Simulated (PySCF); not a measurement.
**How the method changes the constants of GeN**

State: ²Π (doublet), unpaired electrons π ↑. Set-up: PySCF, no relativity, basis sets Ge def2-TZVPPD, N def2-TZVPPD. De refers to Ge + N in their high-spin ground configurations, without counterpoise correction. The functionals are run spin-unrestricted. A positive dipole means Ge(−)N(+).

```json
{"Level": "ROHF", "Re (Å)": "1.706", "ωe (cm⁻¹)": "988", "De (eV)": "0.452", "μ (D)": "-3.50", "CPU s a point (SCF and correlation, without the integrals)": "2.4"}
{"Level": "ROHF-MP2", "Re (Å)": "1.752", "ωe (cm⁻¹)": "845", "De (eV)": "3.50", "μ (D)": "n/a", "CPU s a point (SCF and correlation, without the integrals)": "3.8"}
{"Level": "ROHF-SCS-MP2", "Re (Å)": "1.752", "ωe (cm⁻¹)": "846", "De (eV)": "3.53", "μ (D)": "n/a", "CPU s a point (SCF and correlation, without the integrals)": "n/a"}
{"Level": "ROHF-CCSD", "Re (Å)": "1.743", "ωe (cm⁻¹)": "871", "De (eV)": "3.06", "μ (D)": "n/a", "CPU s a point (SCF and correlation, without the integrals)": "n/a"}
{"Level": "ROHF-CCSD(T)", "Re (Å)": "1.759", "ωe (cm⁻¹)": "827", "De (eV)": "3.40", "μ (D)": "n/a", "CPU s a point (SCF and correlation, without the integrals)": "140"}
{"Level": "PBE", "Re (Å)": "1.764", "ωe (cm⁻¹)": "825", "De (eV)": "4.19", "μ (D)": "-2.75", "CPU s a point (SCF and correlation, without the integrals)": "1.9"}
{"Level": "PW91", "Re (Å)": "1.762", "ωe (cm⁻¹)": "828", "De (eV)": "4.21", "μ (D)": "-2.76", "CPU s a point (SCF and correlation, without the integrals)": "1.3"}
{"Level": "TPSS", "Re (Å)": "1.759", "ωe (cm⁻¹)": "835", "De (eV)": "3.91", "μ (D)": "-2.73", "CPU s a point (SCF and correlation, without the integrals)": "2.9"}
{"Level": "r²SCAN", "Re (Å)": "1.745", "ωe (cm⁻¹)": "861", "De (eV)": "3.64", "μ (D)": "-2.76", "CPU s a point (SCF and correlation, without the integrals)": "2.9"}
{"Level": "M06-L", "Re (Å)": "1.753", "ωe (cm⁻¹)": "853", "De (eV)": "3.86", "μ (D)": "-2.85", "CPU s a point (SCF and correlation, without the integrals)": "2.9"}
{"Level": "r²SCANh", "Re (Å)": "1.739", "ωe (cm⁻¹)": "872", "De (eV)": "3.44", "μ (D)": "-2.83", "CPU s a point (SCF and correlation, without the integrals)": "3.8"}
{"Level": "PBE0", "Re (Å)": "1.738", "ωe (cm⁻¹)": "880", "De (eV)": "3.56", "μ (D)": "-2.94", "CPU s a point (SCF and correlation, without the integrals)": "3.7"}
{"Level": "BHandHLYP", "Re (Å)": "1.727", "ωe (cm⁻¹)": "868", "De (eV)": "3.09", "μ (D)": "-3.17", "CPU s a point (SCF and correlation, without the integrals)": "2.4"}
{"Level": "ωB97M-V", "Re (Å)": "1.729", "ωe (cm⁻¹)": "912", "De (eV)": "3.63", "μ (D)": "-3.10", "CPU s a point (SCF and correlation, without the integrals)": "11"}
```

Question: Which functional lies closest to ROHF-CCSD(T) in De, which farthest, and by how much do they differ from it?

Answer: Closest is r²SCANh (-2.0 pm in Re, +5.4 % in ωe, +0.04 eV in De against ROHF-CCSD(T) in the same basis), farthest PW91 (+0.3 pm in Re, +0.1 % in ωe, +0.81 eV in De). CCSD(T) converges more slowly with the basis than the functionals do and binds too weakly in this one, so the order can change at the basis-set limit.

Question: What does a quarter of exact exchange do here, going from PBE to PBE0?

Answer: PBE0 less PBE: -2.6 pm in Re, +6.7 % in ωe, -0.63 eV in De. Exact exchange removes part of the self-interaction that spreads semilocal densities, and in most molecules shortens and stiffens the bond and lowers De; so it does here.

Question: What does the step from GGA to meta-GGA do here, going from PBE to r²SCAN?

Answer: r²SCAN less PBE: -1.9 pm in Re, +4.4 % in ωe, -0.55 eV in De. 

Correlated steps freeze 10 core orbitals. Spin–orbit coupling is left out. The state was picked by a PBE0 search and need not be the measured ground state.

The whole job (state search and all levels along the bond) took about 16 min on 2 threads of Arm Neoverse V1 (shared host), peak memory 3.2 GiB.
